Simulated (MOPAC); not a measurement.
Input file for MOPAC: AM1 on C4H4N2 (SMILES c1cncnc1).

```
AM1 1SCF PRECISE CHARGE=0 THREADS=1
C4H4N2

C     -1.11798745 1     0.18095691 1     0.09564395 1
C     -0.59255504 1    -1.09944002 1     0.00116393 1
N      0.71657845 1    -1.32206619 1    -0.11132629 1
C      1.49546691 1    -0.24205599 1    -0.12806851 1
N      1.10262707 1     1.02761122 1    -0.04435614 1
C     -0.20993593 1     1.22933041 1     0.06754199 1
H     -2.18148965 1     0.35310078 1     0.18664474 1
H     -1.23540622 1    -1.97334798 1     0.01560005 1
H      2.56246503 1    -0.41476444 1    -0.21911820 1
H     -0.53976317 1     2.26067531 1     0.13627448 1
```

Output:

```
*******************************************************************************
 **                                                                           **
 **                              MOPAC v23.2.5                                **
 **                                                                           **
 *******************************************************************************
 ** MOPAC's Digital Object Identifier: https://doi.org/10.5281/zenodo.6511958 **
 **                                                                           **
 ** Please cite the open-source release paper for use of this MOPAC version:  **
 ** J. E. Moussa and J. J. P. Stewart (2026)                                  **
 ** MOPAC: An open-source semiempirical molecular orbital program             **
 ** J. Open Source Softw., 11(119), 8025, https://doi.org/10.21105/joss.08025 **
 *******************************************************************************

                              AM1 CALCULATION RESULTS

 *******************************************************************************
 *  AM1        - The AM1 Hamiltonian to be used
 *
 *
 *
 *                 CHARGE ON SYSTEM = 0
 *
 *
 *
 *  PRECISE    - TIGHTER CRITERIA TO BE USED
 *  1SCF       - DO 1 SCF AND THEN STOP
 *  THREADS=1  - MULTI-THREADING NOT USED
 *  T=         - A TIME OF 172800.0 SECONDS REQUESTED
 *  DUMP=N     - RESTART FILE WRITTEN EVERY 7200.0 SECONDS REQUESTED
 *******************************************************************************
AM1 1SCF PRECISE CHARGE=0 THREADS=1
 C4H4N2

   ATOM   CHEMICAL          X               Y               Z
  NUMBER   SYMBOL      (ANGSTROMS)     (ANGSTROMS)     (ANGSTROMS)

     1       C         -1.11798745  *   0.18095691  *   0.09564395  *
     2       C         -0.59255504  *  -1.09944002  *   0.00116393  *
     3       N          0.71657845  *  -1.32206619  *  -0.11132629  *
     4       C          1.49546691  *  -0.24205599  *  -0.12806851  *
     5       N          1.10262707  *   1.02761122  *  -0.04435614  *
     6       C         -0.20993593  *   1.22933041  *   0.06754199  *
     7       H         -2.18148965  *   0.35310078  *   0.18664474  *
     8       H         -1.23540622  *  -1.97334798  *   0.01560005  *
     9       H          2.56246503  *  -0.41476444  *  -0.21911820  *
    10       H         -0.53976317  *   2.26067531  *   0.13627448  *



          CARTESIAN COORDINATES

    NO.       ATOM           X           Y           Z

     1         C         -1.1180      0.1810      0.0956
     2         C         -0.5926     -1.0994      0.0012
     3         N          0.7166     -1.3221     -0.1113
     4         C          1.4955     -0.2421     -0.1281
     5         N          1.1026      1.0276     -0.0444
     6         C         -0.2099      1.2293      0.0675
     7         H         -2.1815      0.3531      0.1866
     8         H         -1.2354     -1.9733      0.0156
     9         H          2.5625     -0.4148     -0.2191
    10         H         -0.5398      2.2607      0.1363

  H: (AM1): M.J.S. DEWAR ET AL, J. AM. CHEM. SOC. 107 3902-3909 (1985)
  C: (AM1): M.J.S. DEWAR ET AL, J. AM. CHEM. SOC. 107 3902-3909 (1985)
  N: (AM1): M.J.S. DEWAR ET AL, J. AM. CHEM. SOC. 107 3902-3909 (1985)

           Empirical Formula: C4 H4 N2  =    10 atoms



      MOLECULAR POINT GROUP   :   C2v


      RHF CALCULATION, NO. OF DOUBLY OCCUPIED LEVELS = 15


 -------------------------------------------------------------------------------
 AM1 1SCF PRECISE CHARGE=0 THREADS=1
 C4H4N2



     1SCF WAS SPECIFIED, SO BFGS WAS NOT USED
     SCF FIELD WAS ACHIEVED


                              AM1 CALCULATION
                                                       MOPAC v23.2.5 Linux




          FINAL HEAT OF FORMATION =         47.88326 KCAL/MOL =     200.34354 KJ/MOL


          COSMO AREA              =        111.42 SQUARE ANGSTROMS
          COSMO VOLUME            =         98.73 CUBIC ANGSTROMS

          IONIZATION POTENTIAL    =         10.593210 EV
          HOMO LUMO ENERGIES (EV) =        -10.593 -0.186
          NO. OF FILLED LEVELS    =         15
          MOLECULAR WEIGHT        =         80.0890         POINT GROUP:  C2v

          MOLECULAR DIMENSIONS (Angstroms)

            Atom       Atom       Distance
            H     9    H     7     4.82280
            H    10    H     8     4.29249
            C     4    H     9     0.00021


          SCF CALCULATIONS        =          1





   ATOM   CHEMICAL          X               Y               Z
  NUMBER   SYMBOL      (ANGSTROMS)     (ANGSTROMS)     (ANGSTROMS)

     1       C         -1.11798745  *   0.18095691  *   0.09564395  *
     2       C         -0.59255504  *  -1.09944002  *   0.00116393  *
     3       N          0.71657845  *  -1.32206619  *  -0.11132629  *
     4       C          1.49546691  *  -0.24205599  *  -0.12806851  *
     5       N          1.10262707  *   1.02761122  *  -0.04435614  *
     6       C         -0.20993593  *   1.22933041  *   0.06754199  *
     7       H         -2.18148965  *   0.35310078  *   0.18664474  *
     8       H         -1.23540622  *  -1.97334798  *   0.01560005  *
     9       H          2.56246503  *  -0.41476444  *  -0.21911820  *
    10       H         -0.53976317  *   2.26067531  *   0.13627448  *

                             CARTESIAN COORDINATES

   1    C       -1.117987450     0.180956910     0.095643950
   2    C       -0.592555040    -1.099440020     0.001163930
   3    N        0.716578450    -1.322066190    -0.111326290
   4    C        1.495466910    -0.242055990    -0.128068510
   5    N        1.102627070     1.027611220    -0.044356140
   6    C       -0.209935930     1.229330410     0.067541990
   7    H       -2.181489650     0.353100780     0.186644740
   8    H       -1.235406220    -1.973347980     0.015600050
   9    H        2.562465030    -0.414764440    -0.219118200
  10    H       -0.539763170     2.260675310     0.136274480


           Empirical Formula: C4 H4 N2  =    10 atoms



      MOLECULAR POINT GROUP   :   C2v


                  EIGENVALUES
 -41.60824 -34.73671 -32.89164 -25.40074 -25.22486 -18.57878 -18.20069 -16.71040
 -15.57118 -14.48468 -14.41696 -12.16463 -11.78266 -10.80017 -10.59321  -0.18626
  -0.05795   2.65991   3.17839   3.33403   3.46812   3.73056   3.83909   4.35719
   4.68396   5.12381   5.73238   6.87841


              NET ATOMIC CHARGES AND DIPOLE CONTRIBUTIONS

  ATOM NO.   TYPE          CHARGE      No. of ELECS.   s-Pop       p-Pop
    1          C          -0.234121        4.2341     1.22421     3.00991
    2          C          -0.032872        4.0329     1.23470     2.79817
    3          N          -0.169958        5.1700     1.71370     3.45626
    4          C          -0.024607        4.0246     1.25757     2.76704
    5          N          -0.169958        5.1700     1.71370     3.45626
    6          C          -0.032872        4.0329     1.23470     2.79817
    7          H           0.153021        0.8470     0.84698
    8          H           0.162231        0.8378     0.83777
    9          H           0.186906        0.8131     0.81309
   10          H           0.162230        0.8378     0.83777
 DIPOLE           X         Y         Z       TOTAL
 POINT-CHG.    -0.964     0.156     0.083     0.980
 HYBRID        -1.056     0.171     0.090     1.074
 SUM           -2.021     0.327     0.173     2.054


          ATOMIC ORBITAL ELECTRON POPULATIONS

     Atom    s        px        py        pz
    1  C   1.22421   1.01471   0.94529   1.04992
    2  C   1.23470   0.93646   0.96399   0.89771
    3  N   1.71370   1.02965   1.29701   1.12959
    4  C   1.25757   1.01445   0.85569   0.89689
    5  N   1.71370   1.13285   1.19535   1.12806
    6  C   1.23470   0.90295   0.99701   0.89821
    7  H   0.84698
    8  H   0.83777
    9  H   0.81309
   10  H   0.83777

 **********************
 *                    *
 * JOB ENDED NORMALLY *
 *                    *
 **********************




 == MOPAC DONE ==
```

The run finished.

Cost: very roughly 0.020 core-seconds.
